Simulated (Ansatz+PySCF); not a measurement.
Values are calculated unless marked as measured or tabulated.
Input for Ansatz (development build ahead of 0.2.0):

```yaml
crystal:
  periodic: [false, false, false]
  atoms:
    - { symbol: Be, position_ang: [0.0, 0.0, -0.27171] }
    - { symbol: H, position_ang: [0.0, 0.0, 1.08683] }
basis:
  gaussian: { orbitals: def2-SVP }
magnetization:
  spin_polarized: true
  initial_magnetization: 1
hamiltonian:
  xc: pbe0
scf:
  omitted_lower_state_checks: [stability, starts, atomic_configurations, cluster_reference, orbital_swaps, given_window_search, neighbouring_geometries, increment]
output:
  forces: true
```

The input is written out in the form of the current development build from the run's settings.

Output:

```yaml
Converged: yes
Total_energy: -15.20799 hartree
Spin_squared_of_the_determinant: 0.751
```

Forces (eV/Å):
```
atom     Fx     Fy      Fz
 Be1  0.000  0.000   0.002
  H2  0.000  0.000  -0.002
```
